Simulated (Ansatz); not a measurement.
Geometry optimisation, Ansatz, RKS PBE/def2-SVP.

Input:

```yaml
crystal:
  periodic: [false, false, false]
  atoms:
    - { symbol: Ga, position_ang: [-0.065823, 0.42176, -0.456363] }
    - { symbol: "N", position_ang: [-0.060851, 0.178585, 2.644455] }
    - { symbol: H, position_ang: [-0.891955, 0.035984, 3.23012] }
    - { symbol: H, position_ang: [0.764462, 0.072155, 3.246014] }
    - { symbol: O, position_ang: [1.567515, -0.141843, -0.95036] }
    - { symbol: H, position_ang: [1.519284, -0.962579, -1.473589] }
    - { symbol: O, position_ang: [-1.674655, -0.223443, -0.933129] }
    - { symbol: H, position_ang: [-1.61509, -1.159327, -1.202886] }
    - { symbol: F, position_ang: [-0.092669, 1.961116, 0.344459] }
    - { symbol: H, position_ang: [-0.078919, 1.169991, 2.316377] }
basis:
  gaussian: { orbitals: def2-SVP }
hamiltonian:
  xc: pbe
relax:
  f_tol: 0.03
  max_steps: 50
output:
  orbitals: {}
```

Run as:

```bash
$ ansatz run input.yaml --threads 2 --pin off --max-ram 3072MiB --backend cpu --events-out ev --progress --plain --runs-dir out
```

Q: Where does it end, and by what steps?

A: The run converged. After 20 steps the energy has fallen by 0.945 eV; H6 moved furthest, 1.15 Å. Joined: Ga1–N2 (3.11 → 2.09 Å).

| step | energy less start (eV) | largest force component (eV/Å) | accepted |
| --- | --- | --- | --- |
| 0 | 0.0000 | 0.989 | yes |
| 1 | -0.1766 | 0.574 | yes |
| 2 | -0.4301 | 0.518 | yes |
| 3 | -0.6528 | 0.815 | yes |
| 4 | -0.7593 | 1.031 | yes |
| 5 | -0.8254 | 0.245 | yes |
| 6 | -0.8581 | 0.293 | yes |
| 7 | -0.8855 | 0.182 | yes |
| 8 | -0.8403 | 2.103 | no |
| 9 | -0.8966 | 0.064 | yes |
| 10 | -0.9050 | 0.097 | yes |
| 11 | -0.9137 | 0.085 | yes |
| 12 | -0.9261 | 0.071 | yes |
| 13 | -0.7198 | 2.742 | no |
| 14 | -0.9236 | 0.372 | no |
| 15 | -0.9323 | 0.035 | yes |
| 16 | -0.9407 | 0.071 | yes |
| 17 | -0.9389 | 0.201 | no |
| 18 | -0.9428 | 0.103 | yes |
| 19 | -0.9449 | 0.032 | yes |
| 20 | -0.9452 | 0.027 | yes |

```xyz
10
Properties=species:S:1:pos:R:3
Ga -0.097 0.263 0.004
N -0.056 0.283 2.095
H -0.929 -0.150 2.428
H 0.745 -0.241 2.469
O 1.392 -0.667 -0.476
H 2.014 -0.072 -0.933
O -1.736 -0.519 -0.052
H -1.963 -0.831 -0.946
F 0.013 2.035 -0.260
H -0.011 1.252 2.437
```

Whether the end is a true minimum wasn't checked by a vibrational analysis.

The run took 64 s on 2 threads of Intel(R) Xeon(R) Platinum 8259CL CPU @ 2.50GHz (Skylake/Cascade Lake), with other jobs on the host, peak memory 0.18 GiB.
